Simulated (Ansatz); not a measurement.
[InF4]- (InF₄⁻). Charge -1, multiplicity 3. Geometry PBE0-D4/def2-SVPD, that of the charge -1 singlet; atoms count from 1.

Cartesian coordinates in Å:
```
In 0.000 0.000 0.000
F -1.382 1.434 -0.206
F 1.621 0.760 0.897
F 0.504 -0.706 -1.804
F -0.743 -1.488 1.114
```

In the def2 sets In takes a core potential; there is no spin–orbit coupling. The highest occupied level of the charge -1 triplet lies above zero (up to 0.51 eV). By energy differences its removal costs 1.43 eV (vertical, to the charge 0 doublet, at PBE0-D4/def2-TZVPD); a positive level beside a positive removal energy at the same level points to self-interaction error. At PBE0-D4/def2-TZVPD a singlet of charge -1 lies 6.32 eV below the triplet at the same geometry.

Estimate the Mulliken populations from the PBE0/def2-TZVPD orbitals of Ansatz.


```csv
atom,charge (e),spin (α − β)
In1,0.71,1.19
F2,-0.43,0.20
F3,-0.43,0.20
F4,-0.43,0.20
F5,-0.43,0.20
```
Mulliken values and Mayer orders depend strongly on the basis. With diffuse functions, as here, like atoms can get unlike values, and bond orders can come out too low or too high.

Where does the spin sit?

Summed by element: In 1.19, F 0.81, of 2 unpaired in all. Largest on single atoms: In1 1.19, F2 0.20, F4 0.20.
